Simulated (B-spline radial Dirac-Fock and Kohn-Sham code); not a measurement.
**Magnetic form factor of the 4f shell of La**

System: neutral lanthanum, configuration [Xe] 4f1 6s2 (not the ground configuration).

Method: Dirac-Fock densities. Computed with a radial finite-basis atomic code. ⟨j_K⟩ is the integral of the 4f radial density with the spherical Bessel function j_K(4πsr), s = sin θ/λ.

Hund's rules give S = 1/2, L = 3, J = 5/2 for 4f1, so g = 0.857, and the dipole approximation is F = ⟨j0⟩ + C₂⟨j2⟩ with C₂ = (2 − g)/g = 1.333.

```
s (Å⁻¹)     ⟨j0⟩    ⟨j2⟩    ⟨j4⟩    ⟨j6⟩  F (dipole)
      0   1.0000  0.0000  0.0000  0.0000      1.0000
   0.05   0.9611  0.0153  0.0002  0.0000      0.9815
    0.1   0.8597  0.0528  0.0023  0.0001      0.9301
   0.15   0.7271  0.0963  0.0084  0.0008      0.8555
    0.2   0.5902  0.1340  0.0184  0.0026      0.7688
   0.25   0.4644  0.1608  0.0306  0.0057      0.6788
    0.3   0.3561  0.1765  0.0432  0.0100      0.5914
   0.35   0.2668  0.1825  0.0549  0.0151      0.5101
    0.4   0.1952  0.1811  0.0650  0.0205      0.4366
   0.45   0.1390  0.1743  0.0730  0.0259      0.3714
    0.5   0.0957  0.1640  0.0789  0.0311      0.3144
    0.6   0.0384  0.1382  0.0849  0.0398      0.2228
    0.7   0.0077  0.1112  0.0848  0.0461      0.1559
    0.8  -0.0073  0.0866  0.0804  0.0498      0.1081
    0.9  -0.0135  0.0658  0.0736  0.0512      0.0743
      1  -0.0148  0.0491  0.0657  0.0508      0.0506
    1.1  -0.0139  0.0360  0.0575  0.0491      0.0342
    1.2  -0.0120  0.0260  0.0495  0.0465      0.0228
    1.4  -0.0077  0.0130  0.0357  0.0398      0.0096
    1.6  -0.0044  0.0060  0.0250  0.0327      0.0036
```

Radial moments of the shell: ⟨r²⟩ = 2.192, ⟨r⁴⟩ = 15.42, ⟨r⁶⟩ = 276.4 in powers of bohr.
